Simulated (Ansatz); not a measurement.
Gas-phase electronic energies from Ansatz, PBE0-D4/def2-TZVP geometries. CCSD(T)/CBS adds triple-zeta CCSD(T) − MP2 to the extrapolated MP2 energy (def2 sets, frozen cores). This one scheme is used for every species. Functionals use def2-TZVPP. B3LYP here is the variant with VWN-RPA as its local correlation; programs differ in this. HSE06 is defined as in plane-wave codes. One conformer a species, not always the lowest.

`N=CNBCl` + CH₃SH → `N=CCS` + `NBCl`  (formal exchange of groups at a C–N bond)

| level | ΔE (kJ/mol) |
| --- | --- |
| PBE0-D4 | -9.8 |
| HSE06-D4 | -9.8 |
| r2SCAN | -8.9 |
| B3LYP | -10.6 |
| r2SCANh | -9.4 |
| BHLYP | -11.8 |
| HF/def2-TZVPP | -13.7 |
| MP2/def2-QZVPP | -15.7 |

Q: What does CCSD(T)/CBS give? (Estimate.)

A: Computed: -16.5 kJ/mol. The listed levels differ from it by 6.7, 6.7, 7.6, 5.9, 7.1, 4.7, 2.8, 0.8 kJ/mol.

Q: What do rigid-rotor, harmonic-oscillator terms from PBE0-D4/def2-TZVP frequencies (298.15 K, 1 bar) make of the CCSD(T)/CBS value? (Estimate.)

A: The calculation gave: ΔZPE = +0.2 kJ/mol, ΔH = -16.6 kJ/mol, ΔS = 2 J/(mol·K), ΔG = -17.1 kJ/mol.

Largest T1 diagnostic among the species: 0.013.

Leaving LDA and LC-ωPBE aside and taking each functional with its dispersion term where it has one, the values, not all of them listed here, spread over 6.4 kJ/mol, from ωB97M-V to revPBE-D4. At CCSD(T), def2-SVP lies +6.2 kJ/mol from the extrapolated value and def2-TZVPP +1.0 kJ/mol.
